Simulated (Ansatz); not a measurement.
Calculated with Ansatz (gas phase, PBE0-D4/def2-TZVP geometries, no zero-point term in ΔE). CCSD(T)/CBS adds triple-zeta CCSD(T) − MP2 to the extrapolated MP2 energy (def2 sets, frozen cores). DFT in def2-TZVPP. HSE06 is defined as in plane-wave codes. One conformer a species, not always the lowest.

Reaction (redistribution): `NB(Cl)Cl` + `N[SiH](N)N` → `NB(N)Cl` + `N[SiH](N)Cl`

| level | ΔE (kcal/mol) |
| --- | --- |
| LDA (SPW92) | -14.6 |
| BLYP | -14.4 |
| r2SCAN | -14.8 |
| HSE06 | -15.1 |

(1) What does CCSD(T)/CBS give? (An estimate is asked.)

Largest T1 diagnostic among the species: 0.010.

Answers

(1) Ansatz gave: -14.3 kcal/mol. The listed levels differ from it by -0.3, -0.1, -0.5, -0.8 kcal/mol.

From PBE to PBE0 (25 % exact exchange), in def2-TZVPP and without D4, ΔE moves by −0.8 kcal/mol. Leaving LDA and LC-ωPBE aside and taking each functional with its dispersion term where it has one, the values, not all of them listed here, spread over 1.9 kcal/mol, from BHLYP-D4 to revPBE-D4.
